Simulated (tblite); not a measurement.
Compound: C₈H₁₀NP.
Numbering: `[CH2:1]=[CH:2][C@@H:3]1[CH2:4][P:5]1[n:6]1[cH:7][cH:8][cH:9][cH:10]1` (hydrogens: H11, H12 on C1; H13 on C2; H14 on C3; H15, H16 on C4; H17 on C7; H18 on C8; H19 on C9; H20 on C10)

Structure used (GFN2-xTB), in Å, numbered top down from 1:
```
atom  x, y, z in Å
C1     3.558    0.754    0.184
C2     2.765   -0.106   -0.438
C3     1.380   -0.365   -0.050
C4     0.754   -1.703   -0.338
P5     0.066   -0.364   -1.400
N6    -1.284    0.089   -0.419
C7    -2.358   -0.696   -0.091
C8    -3.290    0.074    0.538
C9    -2.783    1.393    0.577
C10   -1.563    1.373   -0.029
H11    3.216    1.320    1.035
H12    4.573    0.923   -0.128
H13    3.126   -0.664   -1.294
H14    1.063    0.130    0.864
H15    1.377   -2.429   -0.844
H16    0.111   -2.130    0.420
H17   -2.363   -1.743   -0.327
H18   -4.230   -0.258    0.932
H19   -3.267    2.247    1.009
H20   -0.856    2.162   -0.204
```

Computed with GFN2-xTB (tblite): harmonic, unscaled wavenumbers at the GFN2-xTB geometry, gas phase. The method is semi-empirical: single wavenumbers can be off by several per cent or more. One conformer, not necessarily the lowest.

Harmonic wavenumbers (cm⁻¹): 42.5, 62.2, 96.7, 108.9, 205.0, 237.2, 268.1, 346.0, 430.0, 474.8, 574.1, 577.8, 589.9, 691.1, 719.4, 762.7, 771.2, 818.7, 820.7, 834.2, 840.1, 871.7, 883.6, 914.1, 934.9, 988.3, 1005.0, 1020.7, 1061.3, 1078.5, 1089.9, 1132.7, 1188.2, 1191.6, 1228.4, 1247.9, 1314.3, 1333.3, 1397.1, 1402.3, 1417.6, 1456.1, 1561.2, 1686.7, 3006.4, 3048.9, 3050.4, 3067.7, 3105.3, 3138.3, 3142.9, 3143.6, 3159.4, 3170.3.

A = 2755, B = 677.2, C = 604.2 MHz; mass 151.055 u (most abundant isotopes); point group C1, symmetry number 1.

Q: Zero-point energy?

A: ½Σν̃ = 34355 cm⁻¹ = 98.23 kcal/mol.

Q: Entropy at 500 K, 1 bar (ideal gas, RRHO, classical rotation)?

A: Translation 43.54, rotation 31.58, vibration 51.27: S = 126.4 cal/(mol K).

Q: And Cp and H(500 K) − H(0)?

A: Cp = 61.54 cal/(mol K), of which vibrations give 53.59 (their classical limit is 54 R = 107.3); H(500 K) − H(0) = 17.31 kcal/mol without the zero-point energy, 13.34 from vibrations.

Q: How do the functions run with temperature in this model?

A: 
```csv
T (K),S (cal/(mol K)),Cp (cal/(mol K)),H − H(0) (kcal/mol),G − H(0) (kcal/mol),ln q(vib)
50,60.5,13.6,0.52,-2.51,0.64
100,71.4,18.3,1.32,-5.82,1.95
298.15,100.3,40.0,6.93,-22.97,7.03
373.15,110.2,48.9,10.27,-30.86,8.99
750,154.7,77.9,34.93,-81.12,19.01
1000,178.6,88.0,55.77,-122.88,25.26
```

q(vib) and H(0) count from the zero-point level.

Q: Which modes carry the vibrational entropy at 500 K?

A: 42.5 cm⁻¹: 6.16; 62.2 cm⁻¹: 5.41; 96.7 cm⁻¹: 4.54; 108.9 cm⁻¹: 4.30; 205.0 cm⁻¹: 3.06; 237.2 cm⁻¹: 2.78 cal/(mol K); the other 48 give 25.01 together.

Q: Blend soft modes into free rotors: weight 1/[1 + (100 cm⁻¹/ν̃)⁴] for the oscillator and the rest for a rotor with moment μB/(μ + B), μ = h/(8π²ν), B = 10⁻⁴⁴ kg m². What vibrational entropy results?

A: 46.97 cal/(mol K) in place of 51.27, which changes −T·S at 500 K by +2.15 kcal/mol.

Hindered rotation and anharmonicity are outside this model. Other conformers, if any are populated, would add a mixing term that is left out. The structure is chiral; the term R ln 2 for an equal mix with its mirror image is left out.
